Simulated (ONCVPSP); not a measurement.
**Ranking ONCV potentials for Ta (Z = 73)**

All share these settings but for the change named:

| Item | Value |
| --- | --- |
| Element | tantalum |
| Generator | ONCVPSP 4.0.1 |
| Type | optimised norm-conserving Vanderbilt (ONCV) |
| Functional | LDA (Perdew-Zunger) |
| Relativity | scalar-relativistic |
| Frozen core | [Kr] 4d10 4f14 |
| Valence charge | 13 |
| Reference configuration | 5s2 5p6 5d3 6s1.75 6p0.25 |
| Partial waves | 5s+6s: rc 1.90 bohr, ncon 3, nbas 8, qcut 6.3 1/bohr, 2 projectors; 5p+6p: rc 2.55 bohr, ncon 5, nbas 8, qcut 4.9 1/bohr, 2 projectors; 5d: rc 2.65 bohr, ncon 5, nbas 10, qcut 6.5 1/bohr, 2 projectors, debl 2.1 Ha |
| Local potential | polynomial inside 1.35 bohr (lpopt 5, dvloc0 0 Ha) |
| Core correction | Teter function, fcfact 1.5, rcfact 1.15 |

Test errors are all-electron minus pseudo excitation energies from the reference, over 5s2 5p6 5d3 6s2 6p0; 5s2 5p6 5d3 6s1 6p0; 5s2 5p6 5d3 6s0 6p0; 5s2 5p6 5d3.5 6s1.5 6p0. None of these files shows a bound ghost.

The base gives 6.1 meV.

Of 10 variants that were run, those that failed, showed a ghost or another fault, or gave nearly equal values are left out.

Task: Rank these variants by their largest absolute test error, smallest first.
A. s: qcut 7.9; p: qcut 6.1; d: qcut 8.1
B. s: qcut 4.2; p: qcut 3.3; d: qcut 4.4
C. s: qcut 7.5; p: qcut 5.8; d: qcut 7.7
D. s: qcut 6.9; p: qcut 5.4; d: qcut 7.1
E. s: qcut 8.5; p: qcut 6.6; d: qcut 8.8

Result: E (2.4 meV), A (3.5 meV), C (4.2 meV), D (5.1 meV), B (9.1 meV).
